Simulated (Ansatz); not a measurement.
```xyz
6

F     0.3898    0.5094   -2.0039
Ge    0.1363    0.3521   -0.3163
F    -0.8138    1.7121    0.1188
Cl    1.9868    0.5917    0.6773
Se   -0.9450   -1.6566    0.0369
H    -0.7541   -1.5087    1.4872
```

Total charge 0; spin multiplicity 1.

(1) List the r2SCAN/def2-TZVPP orbital energies in eV (Ansatz). (Best estimate.)

Answers

(1) Computed: Occupied: -12335.35, -10836.96, -2754.14, -1576.00, -1413.24, -1413.23, -1413.16, -1351.87, -1201.93, -1201.92, -1201.92, -666.46, -666.38, -255.52, -212.12, -194.08, -193.91, -193.90, -170.22, -155.58, -155.51, -155.27, -119.93, -119.92, -119.89, -55.96, -55.94, -55.76, -55.71, -55.67, -33.81, -33.54, -33.19, -33.14, -33.13, -31.03, -30.30, -22.12, -19.41, -14.77, -12.30, -11.88, -11.67, -10.77, -10.56, -10.51, -10.33, -9.41, -8.96, -8.81, -7.28. Lowest empty: -2.57, -1.16, -0.20, 0.31, 0.98, 3.64, 4.20, 4.43.
